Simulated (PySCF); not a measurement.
## Ionisation energy along the 16-electron series

Calculated with PySCF 2.14 and a two-component X2C-1e Hamiltonian (Gaussian nucleus, no Breit or QED terms), each ion in its own even-tempered basis scaled to its charge; GMP2 freezes 1s2 and drops the highest virtual spinors. Values in eV. NIST values: (m) measured, (s) semi-empirical, (t) theoretical.

| ion | configuration | GHF (spin-free) | GMP2 (spin-free) | GHF (screened spin-orbit) | GMP2 (screened spin-orbit) | NIST |
| --- | --- | --- | --- | --- | --- | --- |
| Pm⁴⁵⁺ | [Ne] 3s2 3p4 | 3748.9 | 3750.1 | 3720.3 | 3720.6 | 3718 ± 4 (t) |
| Sm⁴⁶⁺ | [Ne] 3s2 3p4 | 3906.4 | 3907.7 | 3874.8 | 3875.1 | 3873 ± 4 (t) |
| Eu⁴⁷⁺ | [Ne] 3s2 3p4 | 4067.5 | 4068.7 | 4032.5 | 4032.8 | 4031 ± 4 (t) |

Between Z = 61 and Z = 63 the GMP2 (screened spin-orbit) value grows as Z to the power 2.50.
